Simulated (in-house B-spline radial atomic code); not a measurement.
## TDHF excitations of Tc XXXII (Tc31+)

Method: TDHF. Computed with an all-electron radial atomic-structure program (B-spline basis): linear response of the closed shell [Ne] 3s2 with bare exchange (time-dependent Hartree-Fock); non-relativistic, point nucleus, no spin-orbit coupling, no double excitations, S, P, D and F terms only.

Without relativity these are model numbers for so heavy an element.

Command:
```bash
python run_td.py task.json out
```
Settings (radii: box in bohr, nucleus in fm):
```
Z                        43
electrons                12
configuration            [Ne] 3s2
hamiltonian              nr
method                   hf
box_radius               3.94
intervals                49
```

Cost of the run: 0.4 s on 1 thread of Arm Neoverse N1, with other jobs on the host.

The lowest states, in the order of their Tamm-Dancoff energies; the method's threshold (minus the highest occupied level) is 1790.94 eV. Labels give the largest channel, * marks a mixed state, and oscillator strengths are full-response dipole values. Energies in eV:

| state | full response | Tamm-Dancoff | oscillator strength |
| --- | --- | --- | --- |
| 3s → 3p 3P | 53.31 | 55.29 | - |
| 3s → 3p 1P | 82.59 | 84.07 | 0.424 |
| 3s → 3d 3D | 161.71 | 161.84 | - |
| 3s → 3d 1D | 172.36 | 172.47 | - |
| 3s → 4s 3S | 820.80 | 820.81 | - |
| 3s → 4s 1S | 827.80 | 827.85 | - |
| 3s → 4p 3P | 851.98 | 851.99 | - |
| 3s → 4p 1P | 854.63 | 854.65 | 0.656 |
| 3s → 4d 3D | 889.78 | 889.79 | - |
| 3s → 4d 1D | 891.76 | 891.77 | - |
| 3s → 4f 3F | ? | ? | - |
| 3s → 4f 1F | 917.13 | 917.13 | - |
| 3s → 5s 3S | 1184.82 | 1184.82 | - |
| 3s → 5s 1S | 1187.21 | 1187.23 | - |
| 3s → 5p 3P | 1200.11 | 1200.11 | - |
| 3s → 5p 1P | 1201.09 | 1201.09 | 0.186 |
| 3s → 5d 3D | 1218.46 | 1218.47 | - |
| 3s → 5d 1D | 1219.37 | 1219.37 | - |
| 3s → 5f 3F | 1229.55 | 1229.55 | - |
| 3s → 5f 1F | ? | ? | - |

Q: Where does 3s → 4f 3F lie?

A: At 912.22 eV in full response, 912.22 eV in Tamm-Dancoff.

Q: Where does 3s → 5f 1F lie?

A: At 1231.05 eV in full response, 1231.05 eV in Tamm-Dancoff.

Q: How large is the singlet-triplet splitting of 3s → 3p (P terms) in Tamm-Dancoff?

A: 28.8 eV, from the unrounded values.

Q: What polarisabilities and dispersion coefficient does the method give?

A: Dipole 0.04749 bohr³, quadrupole 0.002248 bohr⁵, C6 0.005486 hartree·bohr⁶ for two such species.
